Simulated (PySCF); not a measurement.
# How methods differ on the ionisation energy of N²⁺

N²⁺ [He] 2s2 2p1 (2P) → N³⁺ [He] 2s2 (1S), as a difference of total energies. All numbers are calculated (PySCF 2.14, the non-relativistic Hamiltonian (point nucleus), in 6-31G*). Correlated levels: valence: 1s2 frozen. The calculations carry no spin-orbit coupling.

```tsv
method	ionisation energy (eV)	difference from reference (eV)
UHF	47.344	-0.101
M06-2X	47.708	+0.263
M06-L	48.029	+0.584
MP2 (valence)	47.325	-0.120
SCS-MP2 (valence)	47.267	-0.178
CCSD (valence)	47.047	-0.398
CCSD(T) (valence)	47.062	-0.383
```

Reference: 47.445 eV (semi-empirical (NIST evaluation); NIST Atomic Spectra Database, ionization energies).

Errors of the correlated levels include the incompleteness of this basis and the frozen core.

The coupled-cluster amplitudes are large for N³⁺ (T1 above 0.03 or a double amplitude above 0.15), so a single reference is strained.
